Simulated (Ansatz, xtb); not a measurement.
## Two isomers of C4H2FNO3

Structure X is `O=COc1coc(F)n1`, a singlet and structure Y is `N#C[C@@H]1OC(=O)O[C@@H]1F`, a singlet. Both are isolated molecules in the gas phase, relaxed with PBE-D3(BJ)/def2-SVP; the shapes shown needn't be the lowest conformers.

X (Å):

```xyz
11

C     1.6486    3.2309    0.5856
C     1.8601    0.8823    0.6970
C     0.7367    0.4674    0.0183
C     1.9067   -1.2031    0.7101
F     2.1755   -2.4742    0.8626
N     2.6021   -0.1967    1.1356
O     0.6149    3.2237   -0.0368
O     2.3403    2.1293    0.9947
O     0.7812   -0.9215    0.0350
H     2.2097    4.1327    0.9296
H    -0.1032    0.9462   -0.4836
```

Y (Å):

```xyz
11

C     2.0099    2.6512    1.2097
C     1.3393    1.6558    0.3748
C     0.3725   -0.3732    0.8044
C     2.2737    0.5089   -0.1169
F     3.3456    0.3617    0.7166
N     2.5351    3.4710    1.8576
O     0.3249    0.9619    1.1069
O    -0.3998   -1.1978    1.1796
O     1.4463   -0.6125   -0.0412
H     0.8720    2.1677   -0.4966
H     2.6429    0.6349   -1.1545
```

Quicker runs give these differences E(Y) − E(X): GFN2-xTB +12.0 kcal/mol; HF/STO-3G −22.8 kcal/mol (at GFN2-xTB geometries); r2SCAN-D4/def2-SVP −1.6 kcal/mol (at GFN2-xTB geometries).

**Question.** Which of the two would you expect CCSD(T)/def2-SVP + ΔMP2/def2-TZVPP electronic energies to favour?

**Answer.** Structure Y; the calculation gives E(Y) − E(X) = −12.1 kcal/mol.

Level by level:

| level | geometry | E(Y) − E(X) (kcal/mol) | departure from the last row (kcal/mol) | job, with rough time for the two |
| --- | --- | --- | --- | --- |
| GFN2-xTB | GFN2-xTB | +12.0 | +24.1 | optimisation, 0.2 s |
| HF/STO-3G | GFN2-xTB | −22.8 | −10.7 | single point, 0.42 s |
| r2SCAN-D4/def2-SVP | GFN2-xTB | −1.6 | +10.6 | single point, 3.8 s |
| PBE-D3(BJ)/def2-SVP | PBE-D3(BJ)/def2-SVP | −0.1 | +12.1 | optimisation, 27 s |
| HF/def2-SVP | PBE-D3(BJ)/def2-SVP | −14.0 | −1.8 | part of the CCSD(T) run |
| MP2/def2-SVP | PBE-D3(BJ)/def2-SVP | −11.3 | +0.8 | part of the CCSD(T) run |
| CCSD(T)/def2-SVP | PBE-D3(BJ)/def2-SVP | −11.1 | +1.0 | single point |
| CCSD(T)/def2-SVP + ΔMP2/def2-TZVPP | PBE-D3(BJ)/def2-SVP | −12.1 |  | single point, 91 s |

As drawn, Y has 1 C≡N, 2 C–C, 2 C–O in place of 1 C∷C, 2 C∷O, 2 C∷N (∷ is an aromatic bond). Structure X has a 5-membered ring (with an aromatic ring), Y a 5-membered ring.

GFN2-xTB puts the two in the other order. PBE-D3(BJ)/def2-SVP finds them nearly level. The largest departure from CCSD(T)/def2-SVP + ΔMP2/def2-TZVPP is that of GFN2-xTB, 24.1 kcal/mol. The last row adds to CCSD(T) the change of the MP2 difference between the two basis sets, here −1.0 kcal/mol.

With thermal terms from frequencies at re-optimised GFN2-xTB minima (ideal gas, soft modes damped towards free rotors, one conformer each, 298.15 K, 1 atm): the zero-point term adds −0.1 kcal/mol; ΔH is −12.1 and ΔG −12.5 kcal/mol.

The correlated steps freeze 9 core orbitals. Mirror images aren't counted in ΔG. Codes used: Ansatz 0.2.0, xtb 6.7.1; the last row on 4 threads of Arm Neoverse V1 on a shared host.
